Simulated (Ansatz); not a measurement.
Reactions of `[CH3][SnH]([F])[SiH2]F`.

Gas-phase electronic energies from Ansatz, PBE0-D4/def2-TZVP geometries. CCSD(T)/CBS is the MP2 limit (def2-TZVPP, def2-QZVPP) plus CCSD(T) − MP2 in def2-TZVPP, frozen cores. DFT in def2-TZVPP. Elements past krypton have def2 core potentials. For Br, Ge, Sn outer-core shells are correlated without core-valence functions, which leaves a few kJ/mol of doubt a bond. Scalar relativity is left out up to krypton. One conformer a species, not always the lowest.

| reaction | CCSD(T)/CBS(def2) (kJ/mol) |
| --- | --- |
| `[CH3][SnH]([F])[SiH2]F` + `[CH3][Al]([NH2])[NH2]` → `[CH3][SnH]([NH2])[F]` + `[CH3][Al]([NH2])[SiH2]F` | 100 |
| `[CH3][SnH]([F])[SiH2]F` + `BN[SiH3]` → `BN([SiH3])[SiH2]F` + `[CH3][SnH2][F]` | -47 |
| `[CH3][SnH]([F])[SiH2]F` + `C[N](C)[SnH]([N](C)C)[N](C)C` → `[CH3][SnH2][SiH2]F` + `C[N](C)[Sn]([F])([N](C)C)[N](C)C` | -11 |
| `[CH3][SnH]([F])[SiH2]F` + `C=C[SiH](F)Br` → `C=C[SiH](F)[SiH2]F` + `[CH3][SnH]([F])[Br]` | 21 |
| `[CH3][SnH]([F])[SiH2]F` + `O[SiH2][SiH3]` → `F[SiH2]O[SiH2][SiH3]` + `[CH3][SnH2][F]` | -118 |
| `[CH3][SnH]([F])[SiH2]F` + `C#[C][GeH3]` → `[CH3][SnH2][F]` + `F[SiH2]C#[C][GeH3]` | ? |
| `[CH3][SnH]([F])[SiH2]F` + `CC(C)(C)NN` → `[CH3][SnH]([F])[NH]C(C)(C)C` + `N[SiH2]F` | -234 |
| `[CH3][SnH]([F])[SiH2]F` + `[SiH3]CS` → `[CH3][SnH]([F])[SH]` + `F[SiH2]C[SiH3]` | ? |
| `[CH3][SnH]([F])[SiH2]F` + `O[Si](O)(O)F` → `[CH3][SnH]([OH])[F]` + `O[Si](O)(F)[SiH2]F` | ? |
| `[CH3][SnH]([F])[SiH2]F` + `BOC=C` → `BO[SiH2]F` + `C=[CH][SnH]([CH3])[F]` | -147 |

**Question.** Fill in the missing values. (Estimate.)

**Answer.** The calculation gave: `[CH3][SnH]([F])[SiH2]F` + `C#[C][GeH3]` → `[CH3][SnH2][F]` + `F[SiH2]C#[C][GeH3]`: -27.4 kJ/mol; `[CH3][SnH]([F])[SiH2]F` + `[SiH3]CS` → `[CH3][SnH]([F])[SH]` + `F[SiH2]C[SiH3]`: -130.1 kJ/mol; `[CH3][SnH]([F])[SiH2]F` + `O[Si](O)(O)F` → `[CH3][SnH]([OH])[F]` + `O[Si](O)(F)[SiH2]F`: +115.7 kJ/mol.

Largest T1 diagnostic: 0.014, for `BOC=C`.
